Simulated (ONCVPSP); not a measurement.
## Ir (Z = 77), ONCV: configuration errors across variants

```json
{
  "Element": "iridium (Ir)",
  "Generator": "ONCVPSP 4.0.1",
  "Type": "optimised norm-conserving Vanderbilt (ONCV)",
  "Functional": "PBE",
  "Relativity": "scalar-relativistic",
  "Frozen core": "[Kr] 4d10 4f14",
  "Valence charge": "17",
  "Reference configuration": "5s2 5p6 5d7 6s0.5 (charge +1.5)",
  "Partial waves": "5s+6s: rc 1.35 bohr, ncon 4, nbas 8, qcut 8.5 1/bohr, 2 projectors; 5p: rc 1.25 bohr, ncon 5, nbas 8, qcut 6.6 1/bohr, 1 projector; 5d: rc 1.25 bohr, ncon 4, nbas 7, qcut 8.3 1/bohr, local",
  "Local potential": "the d channel",
  "Core correction": "none"
}
```

All-electron excitation energies from the reference (eV): (1) 5s2 5p6 5d7 6s2 -17.625; (2) 5s2 5p6 5d7 6s1 -7.745; (3) 5s2 5p6 5d7 6s0 9.724; (4) 5s2 5p6 5d7.5 6s1.5 -17.910.

4 further variants failed, have other tests or too few solved ones, and are left out.

A true bound ghost makes a file unfit for plane-wave use even where its test errors are small: the radial tests pick states by their node count and pass the ghost by.

Errors AE − PS in meV (a dash: test not solved or not reliable):

```csv
change,(1),(2),(3),(4),bound ghosts,GHOST(+) flags above zero
base,+6.9,+2.7,-2.7,+5.4,p,none
s: qcut 6.1,+6.3,+2.6,-2.9,+5.3,p,none
s: qcut 7.2,+6.6,+2.7,-2.8,+5.3,p,none
s: qcut 7.8,+6.7,+2.7,-2.8,+5.4,p,none
s: qcut 8.8,+7.0,+2.7,-2.7,+5.4,p,s
```

Question: Give the same row for: s: qcut 4.9.

Answer: +5.3, +2.5, -3.1, +5.0; bound ghosts: p; GHOST(+) flags above zero: none.
